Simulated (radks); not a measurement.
The numbers below are computed, except where a source is named.
Question: Bi V, configuration [Xe] 4f14 5d9 6s2 (not the ground configuration). Level of theory: Dirac Kohn-Sham, XLYP, spin-unpolarised, spherical densities, finite nucleus; open shells fill j = l - 1/2 first; Fermi nuclear charge, rms radius 5.5211 fm (a radial shooting solver on a logarithmic mesh with Libxc functionals). Some entries of the table are withheld. Estimate them.

orbital  occ.  eigenvalue (hartree)  <r> (bohr)  <1/r> (bohr^-1)
1s1/2       2             -3326.240     0.01580            103.2
2s1/2       2             -598.5580     0.06578            25.57
2p1/2       2             -575.4517     0.05388            25.54
2p3/2       4             -490.1832     0.06292            20.25
3s1/2       2             -145.7526      0.1710            9.375
3p1/2       2             -135.2443      0.1615            9.290
3p3/2       4             -116.1531      0.1780            7.903
3d3/2       4             -98.82417      0.1545            7.804
3d5/2       6             -94.77590      0.1595            7.498
4s1/2       2             -34.74815      0.3770            3.987
4p1/2       2             -30.16654      0.3777            3.879
4p3/2       4             -25.46002      0.4124            3.399
4d3/2       4                   (1)      0.4160            3.204
4d5/2       6                   (2)      0.4271            3.097
5s1/2       2                   (3)      0.8291            1.675
4f5/2       6              -7.39621      0.4377            2.768
4f7/2       8              -7.19416      0.4438            2.727
5p1/2       2              -5.85038      0.8807            1.556
5p3/2       4              -4.93021      0.9673            1.382
5d3/2       4              -2.66965       1.169            1.122
5d5/2       5              -2.55133       1.205            1.084
6s1/2       2              -1.93568       1.931           0.6724

Answer: 
(1) 4d3/2 eigenvalue (hartree): -17.98140
(2) 4d5/2 eigenvalue (hartree): -17.10277
(3) 5s1/2 eigenvalue (hartree): -7.44835
